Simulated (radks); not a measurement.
Initial-state core-level shifts of the dysprosium ion Dy+ when its valence configuration changes from [Xe] 4f10 6s1. Method: Dirac Kohn-Sham, PBE, spin-unpolarised, spherical densities, point nucleus; open shells fill j = l - 1/2 first; computed with a radial shooting solver on a logarithmic mesh with Libxc functionals. Shifts are changes of the shell-averaged eigenvalues in eV (positive: less bound).

valence                1s       2s       3s       3p
4f9 6s2            -8.622   -9.234   -9.994   -9.977
4f10 6p1           -1.164   -1.151   -1.136   -1.136
4f9.5 6s1.5        -4.067   -4.348   -4.697   -4.689
4f10 5d1           +1.610   +1.676   +1.625   +1.625
4f8 5d3           -11.279  -12.335  -14.252  -14.211
4f10 5d0.5 6s0.5   +0.859   +0.894   +0.866   +0.866
4f8 5d2.5 6s0.5   -12.362  -13.466  -15.366  -15.325
4f9.5 5d1 6s0.5    -2.070   -2.267   -2.670   -2.662
4f9 5d1 6s1        -6.309   -6.820   -7.641   -7.623
